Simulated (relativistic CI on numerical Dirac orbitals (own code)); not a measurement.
# What each ingredient does to the levels of Ba⁴⁵⁺

Base calculation: Dirac-Coulomb-Breit CI, separate exchange-only KLI orbitals for each configuration, model QED (radiative potential, 1s self-energy scaled to tabulated hydrogen-like ionisation energies), unscaled Slater integrals.

Configurations in the expansion (outside the closed core [Ne]): 3s, 3p, 3d, 4s, 4p, 4d, 4f, 5s, 5p, 5d, 5f, 5g, 6s, 6p, 6d, 7s, 7p. Levels of other configurations are missing.

Variants: (1) QED terms removed; (2) one mean potential for all configurations. Shifts of the energy above 3s ²S1/2, in eV, for the lowest level and the first level of each name with at least 55 % of one term (blank where a level changes its place among those of its configuration and J or its character, or is not in the variant):

| Level | Base | Δ(1) | Δ(2) |
| --- | --- | --- | --- |
| 3s ²S1/2 | 0.00 | 0.00 | 0.00 |
| 3p ²P°1/2 | 105.52 | +1.76 | +0.09 |
| 3p ²P°3/2 | 207.35 | +1.60 | +0.09 |
| 3d ²D3/2 | 339.95 | +1.84 | +0.05 |
| 3d ²D5/2 | 362.86 | +1.77 | +0.05 |
| 4s ²S1/2 | 1659.00 | +1.05 | -0.07 |
| 4p ²P°1/2 | 1702.63 | +1.77 | -0.04 |
| 4p ²P°3/2 | 1744.09 | +1.70 | -0.04 |
| 4d ²D3/2 | 1794.28 | +1.79 | -0.06 |
| 4d ²D5/2 | 1804.23 | +1.76 | -0.06 |
| 4f ²F°5/2 | 1830.82 | +1.78 | -0.10 |
| 4f ²F°7/2 | 1835.08 | +1.76 | -0.10 |
| 5s ²S1/2 | 2396.39 | +1.41 | -0.07 |
| 5p ²P°1/2 | 2418.34 | +1.76 | -0.05 |
| 5p ²P°3/2 | 2439.17 | +1.73 | -0.06 |
| 5d ²D3/2 | 2463.71 | +1.78 | -0.05 |
| 5d ²D5/2 | 2468.85 | +1.76 | -0.06 |
| 5f ²F°5/2 | 2481.99 | +1.77 | -0.10 |
| 5f ²F°7/2 | 2484.18 | +1.76 | -0.10 |
| 5g ²G7/2 | 2485.94 | +1.77 | -0.08 |
| 5g ²G9/2 | 2487.25 | +1.76 | -0.08 |
| 6s ²S1/2 | 2787.39 | +1.56 | -0.07 |

At this charge energies of transitions that change n are usually good to better than 1 %, and those within a shell (Δn = 0) to a few per cent.

Ionisation energy from the two ground configurations alone: base 3640.18 eV; QED terms removed 3641.95 eV. The NIST ASD value (theoretical) is 3640 eV.
